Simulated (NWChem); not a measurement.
System: C4H6; SMILES C(CC)#C

Here is an NWChem input.

```
start job
memory heap 200 mb stack 900 mb global 1100 mb
geometry units angstroms noautosym nocenter noautoz
  C      0.253787    -1.975001     0.000000
  C     -0.158952    -0.836134     0.000000
  C     -0.634489     0.542916     0.000000
  C      0.489977     1.577185     0.000000
  H      0.614561    -2.986716     0.000000
  H     -1.283912     0.692388     0.879835
  H     -1.283912     0.692388    -0.879835
  H      0.076120     2.596495     0.000000
  H      1.128642     1.465916    -0.888506
  H      1.128642     1.465916     0.888506
end
basis spherical
  C library 6-31g*
  H library 6-31g*
end
dft
  xc xpbe96 cpbe96
  iterations 150
end
cosmo
  do_cosmo_smd true
  solvent water
end
task dft energy
```

All runs use the structure optimised with PBE0/def2-SVP. Solvent: water.

Level: PBE/6-31G* with SMD (1 M gas to 1 M solution), gas-phase geometry.

Question: What results follow from this input? (PBE/6-31G* (spherical d), SMD on the gas-phase geometry.) Quantities: solvation free energy (kcal/mol); cavity-dispersion-structure term (kcal/mol); dipole in solution (D).

Answer: 
| Quantity | Result |
|---|---|
| solvation free energy (kcal/mol) | -0.2 |
| cavity-dispersion-structure term (kcal/mol) | 4.0 |
| dipole in solution (D) | 1.05 |
